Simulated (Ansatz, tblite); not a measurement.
Cost and result up the ladder for Ge(NH2)2H2 (GeN2H6) (9 atoms). Total charge 0; singlet. Geometry: PBE0-D4/def2-TZVP.

```xyz
9

Ge    0.2664    0.6318    0.0446
N     1.1982   -0.7152   -0.7997
H     0.7577   -1.0943   -1.6261
H     1.4858   -1.4792   -0.2044
N    -1.3881    0.2648    0.7679
H    -1.3918   -0.4098    1.5200
H    -2.1041    0.0130    0.1010
H     0.0263    1.7100   -1.0201
H     1.1496    1.0788    1.2167
```

Ansatz on 4 threads of Arm Neoverse V1 on a shared host; xTB runs through tblite on one thread. Times are rough, summed over both states, and most runs start from the orbitals of an earlier one. PBE0-D4/def2-TZVP serves as the yardstick here, not as an exact answer. The other state is a doublet.

The xTB rows come from tblite.

Raw xTB energies of ions are shifted by several eV.

| level | functions | wall time | vertical IE (eV) | difference from PBE0-D4/def2-TZVP (eV) |
| --- | --- | --- | --- | --- |
| GFN2-xTB | 23 | 0.005 s | 13.80 | 4.79 |
| GFN1-xTB | 29 | 0.008 s | 14.25 | 5.25 |
| PBE-D4/def2-TZVP | 146 | 2.9 s | 8.76 | -0.25 |
| PBE0-D4/def2-TZVP | 146 | 4 s | 9.01 | 0.00 |
| r2SCAN-D4/def2-TZVP | 146 | 6.3 s | 8.80 | -0.21 |
